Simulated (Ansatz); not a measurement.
Start from `[F][GeH]([F])[GeH3]` and change one atom or group to get `[F][GeH]([Cl])[GeH3]`.

Ansatz, PBE0-D4/def2-TZVP geometries, multiplicity 1. 

Scalar relativity is left out up to krypton.

| property | `[F][GeH]([F])[GeH3]` |
| --- | --- |
| HOMO energy (PBE/def2-TZVPP) / eV | -7.44 |
| HOMO–LUMO gap (PBE/def2-TZVPP) / eV | 6.18 |
| LUMO energy (PBE/def2-TZVPP) / eV | -1.25 |
| LUMO energy (B3LYP/def2-TZVPP) / eV | -0.65 |
| HOMO–LUMO gap (B3LYP/def2-TZVPP) / eV | 7.86 |
| HOMO energy (PBE0/def2-TZVPP) / eV | -8.72 |

Problem. Give the same properties after the change, and the shifts. (Estimate.)

Solution. Ansatz gave: 
| property | `[F][GeH]([Cl])[GeH3]` | shift |
| --- | --- | --- |
| HOMO energy (PBE/def2-TZVPP) / eV | -7.19 | 0.25 |
| HOMO–LUMO gap (PBE/def2-TZVPP) / eV | 5.67 | -0.51 |
| LUMO energy (PBE/def2-TZVPP) / eV | -1.52 | -0.27 |
| LUMO energy (B3LYP/def2-TZVPP) / eV | -0.91 | -0.26 |
| HOMO–LUMO gap (B3LYP/def2-TZVPP) / eV | 7.30 | -0.56 |
| HOMO energy (PBE0/def2-TZVPP) / eV | -8.43 | 0.29 |

With PBE0 the HOMO rises by 0.29 eV and the LUMO falls by 0.20 eV, so the gap narrows by about 0.49 eV. PBE moves the HOMO by 0.25 eV and ωB97M-V by 0.30 eV.

B3LYP here is the variant with VWN-RPA as its local correlation; programs differ in this.
